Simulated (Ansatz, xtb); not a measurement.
System: VI, net charge 0, quintet state. The spin state was set by rule; other spins were not relaxed. SMILES: [V][I]
Geometry from a B3LYP-D3(BJ)/def2-TZVP (Ansatz, a quantum-chemistry and plane-wave program) optimisation:
```
I
V 1 2.6025
```
Charge 0, spin multiplicity 5.

Harmonic wavenumbers from GFN2-xTB (xtb, at its own minimum), cm⁻¹: 332.

Task: Give the harmonic wavenumbers at B3LYP-D3(BJ)/def2-TZVP (Ansatz, finite differences of forces, unscaled).

Result: 244 cm⁻¹. Zero-point energy 0.3 kcal/mol.

Task: From these and the geometry, give the ideal-gas thermochemistry at 298.15 K and 1 atm (rigid rotor, harmonic oscillator).

Result: Point group C∞v, rotational symmetry number 1. Rotational constants 2.053, 2.053 GHz. S(trans) 41.43, S(rot) 17.91, S(vib) 1.78, S(elec, spin only) 3.20, S 64.3 cal/(mol K). H(298) - H(0) 2.38 kcal/mol; G - E(el) -16.4 kcal/mol.
